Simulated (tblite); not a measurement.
Parent: `[cH:1]1[cH:2][p-:3][cH:4][p:5]1` (charge -1), [C3H3P2]-.

Computed geometry: GFN2-xTB, gas phase. One conformer each, not checked by frequencies here.

| coordinate of the parent | value |
| --- | --- |
| C1–C2 | 1.369 Å |
| C2–P3 | 1.744 Å |
| P3–C4 | 1.727 Å |
| C4–P5 | 1.727 Å |
| C1–P5 | 1.744 Å |
| C2–C1–P5 | 117.4° |
| C1–C2–P3 | 117.4° |
| C2–P3–C4 | 93.2° |
| P3–C4–P5 | 118.8° |
| C1–P5–C4 | 93.2° |

Question: In one relative the bonds that all share with the parent change as follows (parent's numbers): C1–C2 +0.002, C2–P3 0.000, P3–C4 -0.001, C4–P5 0.000, C1–P5 +0.014 Å. Which is it?
A. `[cH:1]1[cH:2][cH:3][c:4](-[c:5]2[p:6][cH:7][cH:8][p-:9]2)[cH:10][cH:11]1` (charge -1) with C3–C4–C5–P6 -1°
B. `[CH3:1][c:2]1[cH:3][p-:4][cH:5][p:6]1` (charge -1)

Answer: B. The changes in all of them (Å):

```
               SMILES   C1–C2   C2–P3   P3–C4   C4–P5   C1–P5
          Cc1c[p-]cp1  +0.002   0.000  -0.001   0.000  +0.014
c1ccc(-c2pcc[p-]2)cc1  +0.005  -0.010  +0.032  +0.032  -0.010
```

Atoms are paired thus: Cc1c[p-]cp1: C1 = C2, C2 = C3, P3 = P4, C4 = C5, P5 = P6; c1ccc(-c2pcc[p-]2)cc1: C1 = C7, C2 = C8, P3 = P9, C4 = C5, P5 = P6.
